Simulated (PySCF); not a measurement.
**Polarisability and C₆ of C⁺ (carbon, charge +1)**

[He] 2s2 2p1, 2P determinant. Computed with PySCF 2.14 in dyall-acv3z (15s9p4d2f, 76 functions), with no relativity, point nucleus. Coupled (time-dependent) response in atomic units; α is the mean over directions.

```
 method  mean α (bohr³)         α xx, yy, zz  C₆ (like pair)  S(−4)
    UHF           6.304  6.381, 6.151, 6.381           14.95  40.61
    PBE           6.091  6.129, 6.016, 6.129           14.63  28.48
   PBE0           6.073  6.129, 5.962, 6.129           14.53  28.93
wB97X-V           6.056  6.137, 5.893, 6.137           14.62  27.06
   PW91           6.099  6.138, 6.020, 6.138           14.62  28.88
```

S(−4) is the Cauchy moment in α(ω) = α(0) + S(−4) ω² + …

α(iu) at PW91:

| u (hartree) | α(iu) (bohr³) |
| --- | --- |
| 0 | 6.099 |
| 0.0500 | 6.028 |
| 0.100 | 5.829 |
| 0.200 | 5.180 |
| 0.300 | 4.422 |
| 0.500 | 3.121 |
| 0.750 | 2.080 |
| 1.00 | 1.464 |
| 1.50 | 0.8297 |
| 2.00 | 0.5322 |
| 3.00 | 0.2734 |
| 5.00 | 0.1139 |

A single London oscillator, α(iu) = α/(1 + u²/ω²), gives C₆ = (3/4) ω α². Matching the computed C₆ needs ω = 4 × 14.62 / (3 × 6.099²) = 0.524 hartree.

For an ion, C₆ is the dispersion term alone; charge-induced terms of lower order in 1/R come first.

The components differ because the open shell of this determinant is not spherical; for a pure term their mean is the scalar polarisability.
